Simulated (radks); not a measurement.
Problem. Species: Tc I. Configuration: [Kr] 4d5 5s2. Method: scalar-relativistic Kohn-Sham, PBE, spin-polarised, spherical densities, finite nucleus; open shells are filled with parallel spins first (spin-orbit coupling, left out, can overturn this in heavy ions); Fermi nuclear charge, rms radius 4.4112 fm; computed with a radial shooting solver on a logarithmic mesh with Libxc functionals. Some entries of the table are withheld. Estimate them.

orbital  occ.  eigenvalue (hartree)  r(max) (bohr)
1s down     1             -766.8636        0.02228
1s up       1             -766.8633        0.02228
2s up       1             -109.4035         0.1262
2s down     1             -109.3811         0.1262
2p up       3             -97.91196         0.1008
2p down     3             -97.89521         0.1008
3s up       1             -19.04432         0.3723
3s down     1             -19.03279         0.3724
3p up       3             -15.27317         0.3657
3p down     3             -15.26006         0.3658
3d up       5              -9.17277         0.3114
3d down     5              -9.15214         0.3116
4s up       1              -2.73254         0.9516
4s down     1              -2.61743         0.9464
4p up       3                   (1)            (2)
4p down     3                   (3)            (4)
4d up       5              -0.28765          1.274
5s up       1                   (5)          2.676
4d down     0              -0.16694          1.270
5s down     1                   (6)          2.880

Solution. 
(1) 4p up eigenvalue (hartree): -1.70706
(2) 4p up r(max) (bohr): 1.026
(3) 4p down eigenvalue (hartree): -1.58251
(4) 4p down r(max) (bohr): 1.019
(5) 5s up eigenvalue (hartree): -0.20359
(6) 5s down eigenvalue (hartree): -0.15591
